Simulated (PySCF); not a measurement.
CH2Cl, SMILES [CH2]Cl (connectivity only; charge and spin as stated), charge +1, multiplicity 1. Atoms are numbered in the order given.

```xyz
4

C      0.0000     0.0000     1.0411
Cl     0.0000     0.0000    -0.5527
H      0.0000     0.9502     1.5743
H      0.0000    -0.9502     1.5743
```
Charge +1, spin multiplicity 1.

Geometry: B3LYP-D3(BJ)/def2-TZVP. The multiplicity is an assumed one; other spin states were not compared. The isomer is the one that the SMILES or the coordinates give; other isomers of the formula were not compared.

Calculation: PBE0/def2-TZVPD run with PySCF.

Symmetry labels are those of the subgroup C2v that the program uses (full group C2v).

Computed valence orbital energies around the gap with their symmetry:
```
orbital  symmetry  energy (eV)
-------  --------  -----------
HOMO−7         B1      -207.00
HOMO−6         B2      -206.79
HOMO−5         A1       -33.86
HOMO−4         A1       -26.46
HOMO−3         B2       -21.74
HOMO−2         A1       -21.18
HOMO−1         B1       -18.93
HOMO           B2       -16.82
LUMO           B1       -11.27
LUMO+1         A1        -5.75
LUMO+2         A1        -4.43
LUMO+3         B2        -3.61
```
